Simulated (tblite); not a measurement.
Species: C₃H₁₀FNSi.
Z-matrix (Å and degrees, GFN2-xTB geometry), rows numbered from 1:
```
N 
C   1  1.4565
C   2  1.5204  1  106.95
Si  3  1.9083  2  107.71  1   -41.02
C   4  1.9195  3  111.50  2    88.31
F   5  1.3832  4  109.49  3   162.48
H   1  1.0145  2  111.44  3   169.16
H   1  1.0148  2  109.84  3   -71.47
H   2  1.1023  1  113.38  3   123.66
H   2  1.0925  1  107.49  3  -117.20
H   3  1.0875  2  110.08  1  -162.47
H   3  1.0905  2  109.81  1    80.06
H   4  1.4608  3  112.12  2   -35.26
H   4  1.4730  3  107.76  2  -156.40
H   5  1.0935  4  113.08  3    44.86
H   5  1.0909  4  113.30  3   -79.48
```

Computed with GFN2-xTB (tblite): harmonic, unscaled wavenumbers at the GFN2-xTB geometry, gas phase. Errors from tens to a few hundred cm⁻¹ against measured bands are possible. Modes of hydrogen on silicon can be 10 to 20 % off. One conformer, not necessarily the lowest.

Harmonic wavenumbers (cm⁻¹): 46.8, 81.6, 101.1, 128.8, 211.0, 273.0, 328.6, 430.6, 495.4, 581.6, 668.7, 713.2, 714.3, 759.5, 785.2, 807.6, 913.1, 975.3, 1016.0, 1024.3, 1049.9, 1130.9, 1209.6, 1210.5, 1253.2, 1278.3, 1291.7, 1354.4, 1443.9, 1484.7, 1499.8, 1558.4, 2188.5, 2283.6, 2834.6, 2945.2, 2970.8, 2975.7, 2984.0, 3019.8, 3385.4, 3414.2.

A = 5190, B = 1460, C = 1264 MHz; mass 107.057 u (most abundant isotopes); point group C1, symmetry number 1.

Zero-point energy?

Half the sum of the wavenumbers: 27911 cm⁻¹ = 79.80 kcal/mol.

Entropy at 350 K, 1 bar (ideal gas, RRHO, classical rotation)?

Translation 40.74, rotation 28.39, vibration 28.76: S = 97.9 cal/(mol K).

And Cp and H(350 K) − H(0)?

Cp = 36.99 cal/(mol K), of which vibrations give 29.04 (their classical limit is 42 R = 83.5); H(350 K) − H(0) = 7.94 kcal/mol without the zero-point energy, 5.15 from vibrations.

Blend soft modes into free rotors: weight 1/[1 + (100 cm⁻¹/ν̃)⁴] for the oscillator and the rest for a rotor with moment μB/(μ + B), μ = h/(8π²ν), B = 10⁻⁴⁴ kg m². What vibrational entropy results?

26.18 cal/(mol K) in place of 28.76, which changes −T·S at 350 K by +0.90 kcal/mol.

Which modes carry the vibrational entropy at 350 K?

46.8 cm⁻¹: 5.27; 81.6 cm⁻¹: 4.17; 101.1 cm⁻¹: 3.75; 128.8 cm⁻¹: 3.27; 211.0 cm⁻¹: 2.33; 273.0 cm⁻¹: 1.86 cal/(mol K); the other 36 give 8.12 together.

Hindered rotation and anharmonicity are outside this model. Other conformers, if any are populated, would add a mixing term that is left out. The structure is chiral; the term R ln 2 for an equal mix with its mirror image is left out.
